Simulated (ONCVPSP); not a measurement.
Transferability test, ONCV potential for C (Z = 6)

ONCVPSP 4.0.1 input, shortened (lines: element, Z, core and valence counts, functional; n l f; lmax; l rc ep ncon nbas qcut; lloc lpopt rc5 dvloc0; l nproj debl; icmod fcfact rcfact), PBEsol, scalar-relativistic:

```
  C 6.00    1    1  -116133      upf
    1    0    2.00
    2    0    2.00
    1
    0    0.70    0.00    3    7    9.70
    1    0.70    0.06    4    7   13.30
    0    5    0.70    0.00
    0    0    1.10
    1    2    3.70
    1    0.40    0.00
```

In the p channel the program set the typed energies aside and used 0.050, 3.750 Ha.

Energies are relative to the spin-unpolarised reference configuration 2s2; without spin polarisation the order of configurations can differ from experiment.

| valence configuration | charge | ΔE all-electron (eV) | error AE − PS (meV) |
| --- | --- | --- | --- |
| 2s2 2p2 | 0 | -34.807 | +17 |
| 2s2 2p1 | +1 | -24.019 | +8.6 |

Question: What are ΔE and the potential's error for 2s1?

Answer: ΔE = 47.964 eV all-electron; the error (AE − PS) is +32 meV.

Question: What are ΔE and the potential's error for 2s1 2p2?

Answer: ΔE = -15.305 eV all-electron; the error (AE − PS) is +2.7 meV.

Levels in the configuration 2s1:

| level | all-electron (eV) | pseudo (eV) |
| --- | --- | --- |
| 2s | -55.834 | -55.762 |
